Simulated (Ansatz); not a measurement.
`CC(=N)BCl` and `C[C](=N)[InH][Cl]` differ in one element.

Ansatz, PBE0-D4/def2-TZVP geometries, multiplicity 1. Each molecule was computed in one conformer, which needn't be the lowest.

Elements past krypton have def2 core potentials.

```
                                                                                  property  `CC(=N)BCl`
                                                       LUMO energy (B3LYP/def2-TZVPP) / eV        -2.55
ideal-gas entropy at 298 K and 1 bar (rigid rotor, harmonic PBE0-D4/def2-TZVP) / J/(mol·K)          335
                                                       HOMO–LUMO gap (PBE/def2-TZVPP) / eV         2.83
                                            size of the dipole moment (PBE/def2-TZVPP) / D         2.21
                                                     LUMO energy (ωB97M-V/def2-TZVPP) / eV        -0.22
                                          size of the dipole moment (B3LYP/def2-TZVPP) / D         2.19
```

Problem. Give the same properties after the change, and the shifts. (Best estimate.)

Solution. The calculation gave: 
```csv
property,`C[C](=N)[InH][Cl]`,shift
LUMO energy (B3LYP/def2-TZVPP) / eV,-2.44,0.11
"ideal-gas entropy at 298 K and 1 bar (rigid rotor, harmonic PBE0-D4/def2-TZVP) / J/(mol·K)",374,39
HOMO–LUMO gap (PBE/def2-TZVPP) / eV,2.84,0.01
size of the dipole moment (PBE/def2-TZVPP) / D,3.62,1.41
LUMO energy (ωB97M-V/def2-TZVPP) / eV,-0.56,-0.34
size of the dipole moment (B3LYP/def2-TZVPP) / D,3.82,1.63
```

With PBE0 the HOMO rises by 0.74 eV and the LUMO rises by 0.18 eV, so the gap narrows by about 0.56 eV. PBE moves the HOMO by 0.40 eV and ωB97M-V by 0.95 eV. Dipoles are sizes alone; their direction can turn. Modes under 60 cm⁻¹, often nearly free rotors, make the harmonic entropy too high.

B3LYP here is the variant with VWN-RPA as its local correlation; programs differ in this.
